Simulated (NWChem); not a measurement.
System: CHCl2FOSi; SMILES O=C[Si](F)(Cl)Cl

The following NWChem deck was run.

```
start job
memory heap 200 mb stack 900 mb global 1100 mb
geometry units angstroms noautoz
  O     -0.597464     2.526093    -0.285554
  C      0.127718     1.826544     0.368095
  Si    -0.013611    -0.087964     0.342063
  F     -0.245260    -0.606767     1.850877
  Cl    -1.569891    -0.682212    -0.816252
  Cl     1.754584    -0.868380    -0.315895
  H      0.935391     2.268478     1.014447
end
basis spherical
  O library 6-31g*
  C library 6-31g*
  Si library 6-31g*
  F library 6-31g*
  Cl library 6-31g*
  H library 6-31g*
end
dft
  xc xwpbe 1.00 cpbe96 1.0 hfexch 1.00
  cam 0.4 cam_alpha 0.0 cam_beta 1.0
  iterations 150
  mulliken
end
task dft energy
```

Geometry: optimised at PBE0/def2-SVP.

### Question
Predict the main results of this run. (LC-wPBE (HJS exchange hole, range parameter 0.4 per bohr)/6-31G* (spherical d).) Quantities: energy (Ha); highest occupied level (eV); orbital gap (eV); dipole (D).

### Answer
- energy (Ha) = -1423.18
- highest occupied level (eV) = -10.51
- orbital gap (eV) = 10.71
- dipole (D) = 1.51
